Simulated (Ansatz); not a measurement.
`[CH3][Zn][N](C)C` + `O[SiH3]` → `C[N](C)[Zn][O][SiH3]` + CH₄ at 500 K and 1 bar (ligand exchange at a Zn–C bond).

Isolated molecules relaxed with PBE0-D4/def2-TZVP in Ansatz; ΔE leaves out vibrations. CBS: MP2 limit from def2 TZ/QZ plus the TZ coupled-cluster correction, frozen cores. This one scheme is used for every species. For Zn outer-core shells are correlated without core-valence functions, which leaves a few kJ/mol of doubt a bond. Scalar relativity is left out up to krypton. One conformer a species, not always the lowest.

```csv
species,CCSD(T)/CBS energy (Eh),H − E (kJ/mol),S (J/(mol·K))
`[CH3][Zn][N](C)C`,-1952.64462,359.9,464.5
`O[SiH3]`,-366.69042,127.5,292.9
`C[N](C)[Zn][O][SiH3]`,-2278.90366,353.7,536.6
CH₄,-40.46206,135.6,206.8
```

H − E and S are ideal-gas, rigid-rotor, harmonic terms from PBE0-D4/def2-TZVP, for one conformer and one mirror image of each species. 1 Eh = 2625.50 kJ/mol, R = 8.31446 J/(mol·K).

Problem. By hand: ΔE, ΔH, ΔS and ΔG.

Solution. ΔE = (-2278.90366) + (-40.46206) − (-1952.64462) − (-366.69042) = -0.03068 Eh = -80.6 kJ/mol. Δ(H − E) = 353.7 + 135.6 − 359.9 − 127.5 = 1.9, so ΔH = -78.7 kJ/mol. ΔS = 536.6 + 206.8 − 464.5 − 292.9 = -14.0 J/(mol·K). ΔG = -78.7 − 500 × (-14.0)/1000 = -71.7 kJ/mol.

Problem. By hand: the equilibrium constant, and the temperature at which ΔG would vanish if ΔH and ΔS stayed fixed.

Solution. log₁₀ K = −ΔG/(RT ln 10) = 7.5. ΔG = 0 at ΔH/ΔS = 5621 K, far beyond where these terms or the molecules hold.

The number of gas molecules stays the same, so ΔS is small and ΔH decides. A doubt of 5 kJ/mol in ΔE shifts log₁₀ K by 0.5 here. Other conformers and mirror images would add mixing entropy, several J/(mol·K) or more a flexible species. Modes under 60 cm⁻¹, often nearly free rotors, make the harmonic entropy too high. These are equilibria of isolated gas molecules and say nothing of rates. Largest T1 diagnostic: 0.015 (customary marks: 0.02 for closed shells, 0.045 for open ones).
